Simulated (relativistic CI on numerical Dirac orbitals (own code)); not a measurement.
## Co2+ in a cubic cluster: 1s photoemission with charge transfer

Computed with a charge-transfer multiplet model of a cubic metal-ligand cluster with up to 2 ligand holes, Slater and spin-orbit integrals from Dirac-Coulomb-Breit ions, Slater integrals scaled by 0.8. The ground state mixes d7 with configurations of k ligand holes L, whose averages lie at kΔ + k(k − 1)U_dd/2; a core hole lowers each added d electron by U_cd. 20 K, Lorentzian 1.1 eV and Gaussian 0.6 eV FWHM.

Atomic integrals in eV (Slater integrals scaled, ζ unscaled), ground: F2dd 9.233, F4dd 5.731, zeta_d 0.063; with the core hole: F2dd 10.635, F4dd 6.640, zeta_d 0.091, G2cd 0.059.

Cluster parameters (eV): Δ = 5.4, U_dd = 7.3, 10Dq = 0.95, 10Dq(ligand) = 1, V(eg) = 1.8, V(t2g) = -0.99, final-state hopping factor = 0.8.

```
          Case   n_d    d7   d8L  d9L2     S
 U_cd = 7.2 eV  7.12  0.88  0.12  0.00  1.50
 U_cd = 7.8 eV  7.12  0.88  0.12  0.00  1.50
 U_cd = 8.4 eV  7.12  0.88  0.12  0.00  1.50
   U_cd = 9 eV  7.12  0.88  0.12  0.00  1.50
U_cd = 10.2 eV  7.12  0.88  0.12  0.00  1.50
```

Weights, n_d and S are thermal averages at 20 K. Binding energies count from the first peak over 30 % of the highest in each spectrum, which can be another peak from case to case. The parameters are a model scan and need not match a compound or its usual spin state. Peaks in eV (height, largest 100):
- U_cd = 7.2 eV: 0.0 (100), 4.1 (32)
- U_cd = 7.8 eV: 0.0 (100), 4.4 (46)
- U_cd = 8.4 eV: 0.0 (100), 4.6 (63)
- U_cd = 9 eV: 0.0 (100), 4.9 (85)
- U_cd = 10.2 eV: 0.0 (84), 5.3 (100), 7.2 (30)

Curve for U_cd = 7.2 eV (points under 2 left out, the grid thinned):

```tsv
E (eV)	Intensity
-4.0	2.5
-3.7	2.8
-3.5	3.2
-3.2	3.8
-3.0	4.3
-2.7	5.2
-2.5	6.0
-2.2	7.7
-1.9	10.2
-1.7	12.6
-1.4	18.1
-1.2	23.9
-0.9	38.2
-0.7	52.8
-0.4	80.7
-0.1	99.6
0.1	96.9
0.4	73.6
0.6	55.4
0.9	35.1
1.1	26.8
1.4	19.7
1.6	17.1
1.9	15.0
2.2	14.0
2.4	14.1
2.7	15.4
2.9	17.3
3.2	21.4
3.4	24.5
3.7	28.7
4.0	31.4
4.2	31.6
4.5	27.9
4.7	23.4
5.0	16.3
5.2	12.7
5.5	8.7
5.8	6.2
6.0	5.1
6.3	4.0
6.5	3.4
6.8	2.8
7.0	2.5
7.3	2.1
```

For the case U_cd = 9 eV, Δ = 5.4 eV is smaller than U_dd = 7.3 eV, the charge-transfer side of the Zaanen-Sawatzky-Allen scheme. With the core hole the configuration with one ligand hole lies at Δ − U_cd = -1.8, -2.4, -3.0, -3.6, -4.8 eV from the one without, in the order of the table; where this is negative the screened configuration lies lower, though the effective hopping of about 2.1 eV (from the holes of the mixed ground state) mixes the two strongly wherever it is as large as the gap.
